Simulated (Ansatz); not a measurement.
System: sum formula AlN2H5, charge 0, multiplicity 1. 
Geometry from a B3LYP-D3(BJ)/def2-TZVP (Ansatz, a quantum-chemistry and plane-wave program) optimisation:
```
Al
N 1 1.7730
H 2 1.0076 1 126.34
H 2 1.0077 3 110.03 1 180.00
N 1 1.7730 2 120.19 3 0.00
H 5 1.0076 1 126.34 2 0.00
H 5 1.0077 6 110.03 1 -180.00
H 1 1.5731 2 119.91 3 180.00
```

Atomisation energy built up term by term with Ansatz (kcal/mol; UHF references for open shells; valence terms freeze the core; atomic spin-orbit terms are left out). CBS marks a two-point X^-3 extrapolation of the correlation energy; Hartree-Fock from the larger set (for Q and 5 zeta extrapolated as (X+1)exp(-9√X)).

| term | basis | kcal/mol |
|---|---|---|
| Hartree-Fock | CBS(cc-pV(Q+d)Z,cc-pV(5+d)Z) | (withheld) |
| CCSD correlation | CBS(cc-pV(Q+d)Z,cc-pV(5+d)Z) | (withheld) |
| (T) | CBS(cc-pV(Q+d)Z,cc-pV(5+d)Z) | 9.85 |
| core correlation | cc-pwCVTZ | 0.91 |
| scalar relativity (X2C) | cc-pVTZ-DK against cc-pVTZ | -1.06 |
| sum: De |  | (withheld) |

Task: What belongs in the gaps?

Result: 
- Hartree-Fock, kcal/mol: 431.70
- CCSD correlation, kcal/mol: 185.61
- sum: De, kcal/mol: 627.0
